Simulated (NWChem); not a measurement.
## Atomisation of AlCl

```xyz
2

Al     0.0000     0.0000    -1.2253
Cl     0.0000     0.0000     0.9370
```
Charge 0, spin multiplicity 1.

All runs are NWChem calculations. All single points use one geometry, from PBE/def2-SVP, a minimum by its harmonic frequencies.

Basis set: def2-TZVP. The atomisation energy is electronic alone: no zero-point, thermal, spin-orbit or counterpoise terms. No value is extrapolated to the basis-set limit. Free atoms are single determinants with multiplicities Al 2, Cl 2.

B3LYP has NWChem's definition, with VWN1-RPA local correlation. The structure started from a generated list of species. The stability of the SCF solutions was not checked. Open-shell Hartree-Fock references start from PBE0 orbitals.

For the atomisation energy, LC-wPBE (omega 0.3 per bohr) gives 118.1 kcal/mol and r2SCAN gives 120.5 kcal/mol. What do HF, PBE0, B3LYP give?

HF: 92.4 kcal/mol; PBE0: 119.0 kcal/mol; B3LYP: 117.4 kcal/mol.
